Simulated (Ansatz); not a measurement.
Two structures of Si2H6O2, singlet, reached by relaxing down either side of one saddle point (PBE0-D4/def2-TZVP). Energies are electronic, without zero-point energy. Computed with Ansatz 0.2.0 (basis: def2-TZVPP and def2-QZVPP); correlated methods freeze the cores. Extrapolation: Hartree–Fock as exp(−7.88 √X), correlation as X^−2.97. First:

| atom | x (Å) | y (Å) | z (Å) |
| --- | --- | --- | --- |
| Si1 | -0.2939 | 0.2857 | -0.5623 |
| O2 | 0.8449 | 1.3902 | -1.0170 |
| O3 | -0.3260 | -0.9802 | -1.6073 |
| H4 | -0.4954 | -0.7993 | -2.5337 |
| H5 | -1.6089 | 0.9988 | -0.5537 |
| Si6 | 0.2456 | -0.6494 | 1.5122 |
| H7 | 0.5488 | 2.2892 | -1.1620 |
| H8 | 0.2735 | 0.4235 | 2.5445 |
| H9 | -0.7709 | -1.6586 | 1.9146 |
| H10 | 1.5821 | -1.2996 | 1.4647 |

Second:

Si1  (-0.733, -0.105, -0.528)
O2  (0.711, 1.041, -1.276)
O3  (-0.752, -1.056, -1.738)
H4  (0.720, 0.475, -2.078)
H5  (-1.725, 1.010, -0.367)
Si6  (0.191, -0.724, 1.541)
H7  (0.442, 1.930, -1.539)
H8  (0.489, 0.486, 2.359)
H9  (-0.788, -1.561, 2.287)
H10  (1.445, -1.495, 1.339)
(Å)

Q: Which bonds change from the first to the second?

A: Si₂H₆O₂ ([OH][SiH]([OH])[SiH3]) → Si₂H₄O ([O][SiH][SiH3]) + H₂O (still joined by a long Si–O bond); bonds formed: O2–H4; bonds broken: O3–H4; bonds weakened to dative contacts: Si1–O2.

Q: Give the saddle point's structure and its height above each. (Judge from chemistry; the value comes from the calculation.)

A: The calculation gives: 51.83 kcal/mol above the first and 2.20 kcal/mol above the second (CCSD(T) at an estimated basis limit (MP2 extrapolated from triple and quadruple zeta, plus CCSD(T) − MP2 in triple zeta)).
```
atom    x (Å)    y (Å)    z (Å)
 Si1  -0.6533   0.0053  -0.5002
  O2   0.7170   1.0251  -1.3143
  O3  -0.5888  -0.8920  -1.7785
  H4   0.4520   0.2593  -2.0103
  H5  -1.7221   1.0392  -0.3298
 Si6   0.1999  -0.7176   1.5607
  H7   0.4794   1.8984  -1.6501
  H8   0.4242   0.4482   2.4599
  H9  -0.7892  -1.6239   2.2031
 H10   1.4808  -1.4417   1.3596
```

T1 diagnostic: at most 0.018.

Labels in which every atom is bracketed show which atoms are joined, not bond orders.

For scale, one of the runs: CCSD(T)/def2-TZVPP, 230 basis functions, launched by `ansatz run in.yaml --threads 4 --pin off --events-out ev --progress --plain --max-ram 9574MiB`. Hardware: 4 CPU threads of an Intel Xeon Platinum 8488C, shared host. Wall time 30 s; peak host memory 3.8 GiB.
